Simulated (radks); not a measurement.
Values are calculated unless marked as measured or tabulated.
Species: N-. Configuration: [He] 2s2 2p4. Level of theory: scalar-relativistic Kohn-Sham, LDA (Slater exchange, Perdew-Wang correlation), spin-polarised, spherical densities, finite nucleus; open shells are filled with parallel spins first; Fermi nuclear charge, rms radius 2.5582 fm; Watson sphere of charge +1 and radius 3.18 bohr (a radial shooting solver on a logarithmic mesh with Libxc functionals).

Unscreened Slater integrals over Kohn-Sham orbitals (eV). They are taken over the spin-up orbitals.

F0(2p,2p): 15.500
F2(2p,2p): 6.6338
F0(2p,2s): 16.669
G1(2p,2s): 9.9167
F0(2p,1s): 23.375
G1(2p,1s): 2.1190
F0(2s,2s): 18.091
F0(2s,1s): 25.996
G0(2s,1s): 1.8013
F0(1s,1s): 110.90

Derived for the open shells (J is the average intra-shell exchange parameter used in DFT+U). 2p: J = F2/5 = 1.327 eV; in LS coupling 1D lies 6 F2/25 = 1.592 eV above 3P.
